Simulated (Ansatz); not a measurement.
`C[N](C)[Ti]([F])([Cl])[SeH]` from Hartree–Fock to CCSD(T)

```xyz
14

C     0.2463    0.5123   -1.3382
N     0.1290   -0.2815   -0.1363
C     1.2758   -1.1045    0.1614
Ti   -1.4075   -0.1458    0.8514
F    -1.3834   -1.3918    2.0848
Cl   -3.1885   -0.2654   -0.4572
Se   -1.2634    2.0656    1.8794
H     1.0959    1.2023   -1.2609
H     0.3953   -0.1289   -2.2149
H    -0.6563    1.1060   -1.5026
H     2.1686   -0.4830    0.3018
H     1.4735   -1.8033   -0.6603
H     1.1090   -1.6794    1.0728
H     0.0056    2.3973    1.2188
```

The species carries charge 0 and has multiplicity 1. Correlated methods include outer-core shells of Se, Ti, which these sets cover unevenly. Scalar relativity is left out up to krypton. The structure was optimised at the PBE0-D4/def2-TZVP level. It is one conformer, not always the lowest. Frozen core, restricted reference, the Gaussian-basis code of Ansatz.

| basis | HF (Eh) | MP2 corr. | CCSD corr. | (T) | CCSD(T) total |
| --- | --- | --- | --- | --- | --- |
| def2-SVP | ? | ? | -1.38069 | -0.05900 | ? |
| def2-TZVPP | -3941.74785 | ? | -1.75899 | ? | ? |
| def2-QZVPP | -3941.83385 | -2.14953 | – | – | – |

(1) Fill in the withheld values. (Best estimate.)

## Answers

(1) The calculation gave: def2-SVP HF (Eh): -3940.89241; def2-SVP MP2 corr.: -1.34854; def2-SVP CCSD(T) total: -3942.33210; def2-TZVPP MP2 corr.: -1.73093; def2-TZVPP (T): -0.08973; def2-TZVPP CCSD(T) total: -3943.59657.
